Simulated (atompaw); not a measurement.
**Which change was made? (Te, PAW (atompaw))**

atompaw 4.2.0.5 input, output lines left out:

```
Te 52
GGA-PBE scalarrelativistic loggrid 1500 logderivrange -3 5 201
5 5 4 0 0 0
5 1 4
0 0 0
c
c
c
c
v
c
c
c
v
c
c
1
2.35 2.15 1.80 1.50
y
-0.05
n
y
0.8
n
custom rrkj gramschmidtortho sinc
bessel
2.35
1.75
2.35
2.35
```

Cutoffs, loose and tight: the cutoffs (Ry, on a coarse ladder) from which the occupation-weighted sum of valence levels, in a spherical-Bessel basis at the reference potential, stays within 10 and 1 mRy of its value at 400 Ry. They see the waves, projectors and local potential, not the compensation charge or the core.

The base gives: outcome: generated; cutoff, loose: 8 Ry; cutoff, tight: 15 Ry; bound ghosts: none.

Task: After one change the result is: outcome: failed: atompaw: The overlap operator has at least one negative eigenvalue!. Which change was it?
A. local potential bessel scheme, radius 1.30 bohr
B. all radii scaled by about 0.77 (s 1.82, p 1.82 bohr); local potential bessel scheme, radius 1.38 bohr; augmentation sinc compensation charge, radius 1.66 bohr; PAW radius 1.82 bohr; waves and projectors: custom rrkj gramschmidtortho; core correction smooth core density matched at 1.16 bohr
C. core [Kr], valence charge 16; reference 4d10 5s2 5p3.75; waves now 5s (bound): rc 2.35 bohr; 5s channel at -0.75 Ry: rc 1.45 bohr; 5p (bound): rc 2.35 bohr; 5p channel at 0.65 Ry: rc 2.35 bohr; 4d (bound): rc 2.35 bohr; 4d channel at -1.3 Ry: rc 2.35 bohr; local potential bessel scheme, radius 2.20 bohr; core correction smooth core density matched at 1.35 bohr

Result: B. The others give: core [Kr], valence charge 16; reference 4d10 5s2 5p3.75; waves now 5s (bound): rc 2.35 bohr; 5s channel at -0.75 Ry: rc 1.45 bohr; 5p (bound): rc 2.35 bohr; 5p channel at 0.65 Ry: rc 2.35 bohr; 4d (bound): rc 2.35 bohr; 4d channel at -1.3 Ry: rc 2.35 bohr; local potential bessel scheme, radius 2.20 bohr; core correction smooth core density matched at 1.35 bohr → outcome: generated; cutoff, loose: 18 Ry; cutoff, tight: 35 Ry; bound ghosts: s | local potential bessel scheme, radius 1.30 bohr → outcome: generated; cutoff, loose: 8 Ry; cutoff, tight: 15 Ry; bound ghosts: s, d.
